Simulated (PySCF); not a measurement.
Work out the structure from these simulated measurements.

Elements present: C, H, S and Si. Monoisotopic mass: 224.1055 u.

- UV, first state: lowest singlet excitation: 5.35 eV (232 nm, f = 0.002) [TDDFT CAM-B3LYP/def2-SVPD]
- NMR, other nuclei: isotropic shieldings of nuclei other than C and H, by class: 327 (1 Si), 611 (1 S) ppm [GIAO CAM-B3LYP/pcSseg-1]
- 1H NMR: chemical shifts (computed TMS as zero) by class: 7.78 (2 H), 7.43 (1 H), 7.40 (2 H), 2.26 (2 H), 1.45 (2 H), 1.34 (2 H), 0.98 (3 H), 0.49 (6 H) ppm [GIAO CAM-B3LYP/pcSseg-1]
- 13C NMR: chemical shifts (computed TMS as zero) by class: 146.2 (1 C), 144.2 (2 C), 139.2 (1 C), 136.6 (2 C), 39.7 (1 C), 29.9 (1 C), 25.2 (1 C), 14.2 (1 C), 2.1 (2 C) ppm [GIAO CAM-B3LYP/pcSseg-1]
- UV, strongest line: among the 10 lowest singlet transitions: S8 at 6.85 eV (181 nm, f = 0.798) [TDDFT CAM-B3LYP/def2-SVPD]
- Rotational structure: rotational constants A, B, C: 1.301, 0.242, 0.231 GHz [PBE0-D3(BJ)/def2-SVP]

Gas-phase values; electronic properties from PySCF, density fitting. Levels stand in brackets. The structure is a single PBE0-D3(BJ)/def2-SVP conformer in the gas phase; no vibrational or solvent corrections. Each NMR value is the plain mean over a class of atoms that symmetry, rotation or inversion makes alike.

Question: Which formula fits the mass and the elements?

Answer: C12H20SSi (calculated 224.1055). No other formula that holds each of these elements comes within 0.0003 u with a fitting electron parity and a possible valence count.

Question: Propose a structure and show how it fits.

Answer: Numbering: `[CH3:1][CH2:2][CH2:3][CH2:4][S:5][Si:6]([CH3:7])([CH3:8])[c:9]1[cH:10][cH:11][cH:12][cH:13][cH:14]1`. Its formula, C12H20SSi, gives 4 degrees of unsaturation: 1 ring and 3 π bonds in the structure found (Kekulé form). 12 carbons fall into 9 classes; from least to most shielded: substituted aromatic carbon [C9] (146.2 ppm), aromatic CH carbon [C10/C14] (144.2 ppm, 2 C, up to 3.2 ppm apart in this geometry), aromatic CH carbon [C12] (139.2 ppm), aromatic CH carbon [C11/C13] (136.6 ppm, 2 C), chain CH2 carbon [C3] (39.7 ppm), chain sp3 carbon bound to sulfur [C4] (29.9 ppm), chain CH2 carbon [C2] (25.2 ppm), methyl carbon [C1] (14.2 ppm), Si-methyl carbon [C7/C8] (2.1 ppm, 2 C, up to 2.2 ppm apart in this geometry). Hydrogen classes from least to most shielded: 2 H on the ortho carbons, C10/C14 (7.78 ppm, a mean of values up to 0.6 ppm apart in this geometry), 1 H on the para carbon, C12 (7.43 ppm), 2 H on the meta carbons, C11/C13 (7.40 ppm), 2 H on an sp3 carbon bound to sulfur, C4 (2.26 ppm, a mean of values up to 0.6 ppm apart in this geometry), 2 H on a chain CH2 carbon, C3 (1.45 ppm), 2 H on a chain CH2 carbon, C2 (1.34 ppm), 3 H on a methyl carbon, C1 (0.98 ppm), 6 H on 2 Si-methyl carbons, C7/C8 (0.49 ppm). The other shieldings belong to: 327 ppm, four-coordinate silicon [Si6]; 611 ppm, sulfur bonded to C and Si [S5]. The optimised geometry has point group C1 and is an asymmetric top. Structure: Me2PhSiSBu, `CCCCS[Si](C)(C)C1=CC=CC=C1`. The assignments are read from this structure; whether some other isomer fits the data as well wasn't checked.
